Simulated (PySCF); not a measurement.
# WO₂(OH) + H₂O → WH₃ + 2 O₂

Level: PBE0 in the def2-TZVP basis family, computed in PySCF with density fitting; scalar-relativistic core potentials for atoms from Rb on, none lighter, no spin–orbit coupling; open shells unrestricted.

```csv
species,state and structure,ZPE (kJ/mol),H(298 K) − H(0) (kJ/mol),S° (J/(mol K))
WO₂(OH),"doublet, C1, O–H 0.959 Å, W–O 1.705 Å (×2), W–O 1.881 Å; H–O–W 132.7°, O–W–O 111.8°, O–W–O 117.3°, O–W–O 120.8°",49.5,16.1,324.1
H₂O,"singlet, C2v, O–H 0.960 Å (×2); H–O–H 105.1°",56.5,9.9,188.7
WH₃,"quartet, C3v, W–H 1.710 Å (×3); H–W–H 112.3° (×3)",46.2,11.3,253.0
O₂,"triplet, D∞h, O–O 1.193 Å",10.3,8.7,204.9
```

Is the gas-phase reaction uphill or downhill in electronic energy at this level, and by how much?

At PBE0/def2-TZVP, ΔE = 1286.5 kJ/mol, uphill. 

Add zero-point, thermal and entropy terms for 298.15 K and 1 bar.

ΔZPE = -39.2 and Δ[H(298) − H(0)] = 2.7 kJ/mol give ΔH° = 1250.0 kJ/mol. ΔS° = 150.0 J/(mol K), so ΔG° = 1250.0 − 298.15 × (0.1500) = 1205 kJ/mol.

Spin–orbit coupling can matter for WO₂(OH), WH₃ and is left out. Open d or f shells are single determinants, so the state found may not be the ground state. Only the bonding shown was studied: isomers, or loss of a ligand pair, can lie lower.
